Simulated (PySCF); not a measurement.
# UHF on Tl³⁺ (thallium, charge +3)

Configuration: [Xe] 4f14 5d10, closed-shell 1S. Calculation: PySCF 2.14, in aug-cc-pVTZ-PP with one added diffuse shell each of d, f type with ECP60MDF (6s5p5d3f, 67 functions); a scalar-relativistic core potential.

```
Total energy             : -169.621406 hartree
One-electron energy      : -279.6781 hartree
Hartree (Coulomb) energy : 123.4414 hartree
Exchange energy          : -13.3847 hartree
⟨S²⟩                     : 0.0000
⟨L²⟩                     : 0.000
Sum of ⟨r⟩               : 21.56 bohr
Sum of ⟨r²⟩              : 29.58 bohr²
```

```
shell  electrons  mean orbital energy (eV)  rms radius, mean of both spins (bohr)
   5s          2                   -182.39                                  0.953
   5p          6                   -123.44                                   1.08
   5d         10                   -51.544                                   1.44
```

Energies and moments cover only the electrons outside the core potential. Spin-orbit coupling, which splits the p, d and f shells strongly at this Z, is absent.
